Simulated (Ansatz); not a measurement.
Calculated with Ansatz (gas phase, PBE0-D4/def2-TZVP geometries, no zero-point term in ΔE). CBS: MP2 limit from def2 TZ/QZ plus the TZ coupled-cluster correction, frozen cores. This one scheme is used for every species. Functionals use def2-TZVPP. B3LYP here is the variant with VWN-RPA as its local correlation; programs differ in this. HSE06 is defined as in plane-wave codes. One conformer a species, not always the lowest.

Reaction (silylene formation by 1,1-elimination): `CO[SiH2]SC` → CH₃SH + `CO[SiH]`

```tsv
level	ΔE (kJ/mol)	difference from CCSD(T)/CBS
PBE-D4	244.8	-6.0
revPBE-D4	242.9	-7.9
BLYP-D4	226.6	-24.2
r2SCAN-D4	266.3	15.5
B97M-V	245.4	-5.4
PBE0-D4	259.1	8.3
B3LYP-D4	240.9	-9.9
r2SCANh-D4	268.6	17.8
r2SCAN0-D4	271.8	21.0
HSE06-D4	258.8	8.0
BHLYP-D4	256.8	6.0
CAM-B3LYP-D4	246.5	-4.3
ωB97X-V	257.0	6.2
ωB97M-V	241.8	-9.0
B2PLYP	238.3	-12.5
PBE-QIDH	265.7	14.9
PBE	233.3	-17.5
revPBE	218.2	-32.6
BLYP	203.7	-47.1
r2SCAN	263.0	12.2
PBE0	248.9	-1.9
B3LYP	222.8	-28.0
r2SCAN0	267.9	17.1
BHLYP	241.3	-9.5
CAM-B3LYP	235.8	-15.0
LC-ωPBE	259.6	8.8
RPA@PBE/def2-TZVPP	222.0	-28.8
HF/def2-SVP	232.4	-18.4
MP2/def2-SVP	249.2	-1.6
CCSD/def2-SVP	226.0	-24.8
HF/def2-TZVPP	236.2	-14.6
MP2/def2-TZVPP	262.7	11.9
SCS-MP2/def2-TZVPP	249.5	-1.3
CCSD/def2-TZVPP	238.8	-12.0
CCSD(T)/def2-TZVPP	241.8	-9.0
MP2/def2-QZVPP	267.7	16.9
SCS-MP2/def2-QZVPP	255.0	4.2
HF/CBS(def2)	235.8	-15.0
MP2/CBS(def2)	271.7	20.9
CCSD/CBS(def2)	247.8	-3.0
CCSD(T)/CBS	250.8	0
```

Largest T1 diagnostic among the species: 0.015.

Leaving LDA and LC-ωPBE aside and taking each functional with its dispersion term where it has one, the values spread over 45.2 kJ/mol, from BLYP-D4 to r2SCAN0-D4. LDA lies +31.2 kJ/mol from PBE without D4. In def2-TZVPP, CCSD(T) changes the Hartree–Fock value by +5.6 kJ/mol (the triples alone add +3.0 kJ/mol) and MP2 by +26.5 kJ/mol.
